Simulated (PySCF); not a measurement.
C2H8BFN2, SMILES C[C@H](F)B(N)N. Geometry optimised at PBE-D3(BJ)/def2-SVP. The structure was generated by enumeration; whether it is a known compound was not checked. Other conformers were not sampled.

Computed equilibrium geometry at PBE-D3(BJ)/def2-SVP (PySCF confirms it by a frequency run) as bond lengths and angles (one conformer of several):
Atoms: C1 C2 F3 B4 N5 N6 H7 H8 H9 H10 H11 H12 H13 H14. Bonded distances (Å): C1–C2 1.524, C1–H7 1.109, C1–H8 1.110, C1–H9 1.109, C2–F3 1.418, C2–B4 1.609, C2–H10 1.117, B4–N5 1.423, B4–N6 1.415, N5–H11 1.017, N5–H12 1.019, N6–H13 1.019, N6–H14 1.018. Bond angles (°): C2–C1–H7 110.5, C2–C1–H8 111.5, C2–C1–H9 110.6, H7–C1–H8 108.3, H7–C1–H9 107.6, H8–C1–H9 108.2, C1–C2–F3 108.1, C1–C2–B4 113.5, C1–C2–H10 109.1, F3–C2–B4 109.4, F3–C2–H10 106.3, B4–C2–H10 110.2, C2–B4–N5 119.4, C2–B4–N6 116.6, N5–B4–N6 124.0, B4–N5–H11 122.8, B4–N5–H12 124.0, H11–N5–H12 113.2, B4–N6–H13 118.7, B4–N6–H14 126.1, H13–N6–H14 115.1.
Charge 0, spin multiplicity 1.
